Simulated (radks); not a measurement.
Results of a calculation; reference values are marked as such.
How relativity changes the ionisation of the zinc ion Zn2+ ([Ar] 3d10) to Zn3+ ([Ar] 3d9). Spin-unpolarised spherical Kohn-Sham, PBEsol, point nucleus unless stated (finite: rms radius 3.9283 fm), a radial shooting solver on a logarithmic mesh with Libxc functionals. A level marked "c x" has the speed of light scaled by that factor and shares open shells by 2j + 1; other Dirac levels either fill j = l - 1/2 first or share by 2j + 1.

non-rel.: E(Zn2+) (hartree) -1776.78211; E(Zn3+) (hartree) -1775.28286; IE (eV) 40.797; HOMO 3d; <r> HOMO (bohr) 0.8751
scalar-rel.: E(Zn2+) (hartree) -1793.56273; E(Zn3+) (hartree) -1792.07404; IE (eV) 40.509; HOMO 3d; <r> HOMO (bohr) 0.8794
scalar-rel., finite nucleus: E(Zn2+) (hartree) -1793.55395; E(Zn3+) (hartree) -1792.06526; IE (eV) 40.509; HOMO 3d; <r> HOMO (bohr) 0.8794
Dirac, 2j+1 shares: E(Zn2+) (hartree) -1793.62797; E(Zn3+) (hartree) -1792.13929; IE (eV) 40.509; HOMO 3d5/2; <r> HOMO (bohr) 0.8821
Dirac, low j first: E(Zn2+) (hartree) -1793.62797; E(Zn3+) (hartree) -1792.14511; IE (eV) 40.351; HOMO 3d5/2; <r> HOMO (bohr) 0.8821
Dirac, 2j+1 shares, finite nucleus: E(Zn2+) (hartree) -1793.61919; E(Zn3+) (hartree) -1792.13051; IE (eV) 40.509; HOMO 3d5/2; <r> HOMO (bohr) 0.8821
Dirac, c x 0.75: E(Zn2+) (hartree) -1807.30390; E(Zn3+) (hartree) -1805.82321; IE (eV) 40.292; HOMO 3d5/2; <r> HOMO (bohr) 0.8877
Dirac, c x 2: E(Zn2+) (hartree) -1780.91940; E(Zn3+) (hartree) -1779.42282; IE (eV) 40.724; HOMO 3d5/2; <r> HOMO (bohr) 0.8768
Dirac, c x 100: E(Zn2+) (hartree) -1776.78376; E(Zn3+) (hartree) -1775.28451; IE (eV) 40.797; HOMO 3d5/2; <r> HOMO (bohr) 0.8751

NIST Atomic Spectra Database: 39.723 eV (measured). The relativistic part of the total energy of Zn2+ is -16.84 hartree (Dirac, 2j+1 shares, finite nucleus), 0.95 % of the non-relativistic value. Spin polarisation and multiplet splitting of open shells are left out at every level.

Beside tabulated values, note that spin-unpolarised runs miss the spin-polarisation part of the exchange energy of open shells.
